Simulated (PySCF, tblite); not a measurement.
Isomers of C6H14Si3, one GFN2-xTB conformer each. Single-point energies are computed at PBE0/pcSseg-1 (PySCF, gas phase, no added dispersion term), electronic only.

Question: Rank them by PBE0/pcSseg-1 energy, lowest first (kcal/mol).
A. `[CH2:1]=[C:2]([SiH3:3])[Si@H:4]([SiH3:5])[C:6]#[C:7][CH2:8][CH3:9]` with C1–C2–Si4–Si5 117°
B. `[CH2:1]=[CH:2][SiH2:3]/[CH:4]=[C:5](\[CH:6]=[CH2:7])[SiH2:8][SiH3:9]` with C1–C2–Si3–C4 -121°, C2–Si3–C4–C5 177°, C4–C5–C6–C7 -178°, C4–C5–Si8–Si9 -3°

Answer: B (0.0), A (1.0).

As drawn, the higher has a C≡C bond, which the lower lacks. Neighbours under 2.5 kcal/mol apart (C=C[SiH2]/C=C(\C=C)[SiH2][SiH3] and C=C([SiH3])[Si@H]([SiH3])C#CCC) can change places with a better method, another conformer or zero-point energy. GFN2-xTB itself gives, in the same order: 3.6, 0.0. GFN2-xTB puts C=C([SiH3])[Si@H]([SiH3])C#CCC lowest instead.

Which frontier levels, dipoles and rotational constants go with these structures?

```json
{"SMILES": "C=C[SiH2]/C=C(\\C=C)[SiH2][SiH3]", "HOMO (eV, PBE0/pcSseg-1)": "-7.10", "LUMO (eV)": "-1.48", "dipole (D)": "0.33", "A, B, C (MHz)": "1087, 530.6, 366.9"}
{"SMILES": "C=C([SiH3])[Si@H]([SiH3])C#CCC", "HOMO (eV, PBE0/pcSseg-1)": "-7.49", "LUMO (eV)": "-0.64", "dipole (D)": "2.13", "A, B, C (MHz)": "1273, 476.2, 374.2"}
```

What happens when harmonic zero-point energies from GFN2-xTB frequencies are added?

```
                         SMILES  ZPE (kcal/mol)  electronic (kcal/mol)  with ZPE (kcal/mol)
C=C[SiH2]/C=C(\C=C)[SiH2][SiH3]           101.3                    0.0                  0.0
 C=C([SiH3])[Si@H]([SiH3])C#CCC           101.8                    1.0                  1.5
```

The zero-point energies span 0.5 kcal/mol. The order is unchanged.

As an exercise, what shares would exp(−E/RT) give at 2000 K from these electronic energies alone (no entropy, no degeneracies)?

RT = 3.974 kcal/mol: C=C[SiH2]/C=C(\C=C)[SiH2][SiH3] 56.0 %, C=C([SiH3])[Si@H]([SiH3])C#CCC 44.0 %.
